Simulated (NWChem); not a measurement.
Species: GeSe, singlet; SMILES [Se]=[Ge]

All runs: NWChem. Low-valent species are run as closed-shell singlets; no triplet was tried in these runs. All runs use the structure optimised with PBE0-D3(BJ)/def2-TZVP. Static field.

Question: Predict the results for PBE/def2-SVPD. Quantities: isotropic polarisability (bohr³); anisotropy (bohr³).

Answer: The isotropic polarisability (bohr³) is 61.6 and the anisotropy (bohr³) comes out as 38.3.
